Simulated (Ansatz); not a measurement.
Species: C2H7Si, net charge -1, singlet state. It need not be the lowest isomer of its formula. Whether it binds its extra electron was not tested at this geometry. 
Coordinates optimised at B3LYP-D3(BJ)/def2-TZVP (Ansatz, an electronic-structure program):
SMILES: C[SiH-]C
```xyz
10

Si     0.0980     0.7412    -0.0857
C     -1.5385    -0.3432     0.0983
C      1.3819    -0.7548    -0.1230
H      0.2555     1.0462     1.4255
H     -1.7871    -0.8188    -0.8586
H     -1.4551    -1.1392     0.8513
H     -2.3942     0.2864     0.3698
H      1.1952    -1.5127     0.6504
H      1.3459    -1.2604    -1.0960
H      2.4080    -0.3904     0.0059
```
Charge -1, spin multiplicity 1.

Parts of the frozen-core correlation energy in aug-cc-pV(Q+d)Z (Ansatz, hartree). Frozen orbitals: 7; correlated occupied orbitals by spin: 10 and 10; virtual: 554 and 554. Spin-orbit coupling is left out. Non-relativistic.

| term | value |
|---|---|
| reference (HF) | -368.75970 |
| MP2 opposite-spin | … |
| MP2 same-spin | … |
| CCSD correlation | … |
| (T) | -0.02494 |
| T1 diagnostic | 0.012 |
| largest doubles amplitude | 0.024 |

Q: Some entries are withheld; supply them.

A: 
- MP2 opposite-spin, value: -0.43648
- MP2 same-spin, value: -0.10749
- CCSD correlation, value: -0.58106
